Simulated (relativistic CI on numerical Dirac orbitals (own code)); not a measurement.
Input to a radial Dirac CI calculation:

```
atom Lu  Z=71  charge=69  electrons=2
nucleus A=175  rms_radius_fm=5.3700
hamiltonian dirac-coulomb  breit=on  qed=on  c_scale=1
orbitals kli  potential=per-configuration
slater_scale 1
correlation none
mixing on
configurations
  1s2
  1s 2p
  1p 2p
  1s 1p
end
```

**Question.** How did the run end?

**Answer.** The self-consistent field of one configuration failed: SCF of 1p 2p ended with code -1.
